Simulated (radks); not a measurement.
Spin polarisation of the 3d9 shell in the copper ion Cu2+. Start: [Ar] 3d(up 4.5, down 4.5); electrons of 3d are moved from spin down to spin up, other shells keep equal spins. Calculated with a radial shooting solver on a logarithmic mesh with Libxc functionals: scalar-relativistic Kohn-Sham, PBEsol, spin-polarised, spherical densities, point nucleus.

[
 {"moment (Bohr magnetons)": "0", "E - E(0) (eV)": "0.000", "e(3d up) (eV)": "-29.605", "e(3d down) (eV)": "-29.605", "3p down minus up (eV)": "0.000", "3s down minus up (eV)": "0.000"},
 {"moment (Bohr magnetons)": "0.25", "E - E(0) (eV)": "-0.016", "e(3d up) (eV)": "-29.734", "e(3d down) (eV)": "-29.473", "3p down minus up (eV)": "0.281", "3s down minus up (eV)": "0.286"},
 {"moment (Bohr magnetons)": "0.5", "E - E(0) (eV)": "-0.065", "e(3d up) (eV)": "-29.860", "e(3d down) (eV)": "-29.338", "3p down minus up (eV)": "0.562", "3s down minus up (eV)": "0.573"},
 {"moment (Bohr magnetons)": "0.75", "E - E(0) (eV)": "-0.147", "e(3d up) (eV)": "-29.982", "e(3d down) (eV)": "-29.199", "3p down minus up (eV)": "0.843", "3s down minus up (eV)": "0.859"},
 {"moment (Bohr magnetons)": "1", "E - E(0) (eV)": "-0.261", "e(3d up) (eV)": "-30.101", "e(3d down) (eV)": "-29.057", "3p down minus up (eV)": "1.124", "3s down minus up (eV)": "1.146"}
]

At moment 1 the spin-polarisation energy is -0.261 eV and the 3d exchange splitting 1.045 eV, that is 1.045 eV per Bohr magneton; E = -I m^2/4 would give I = 1.044 eV.
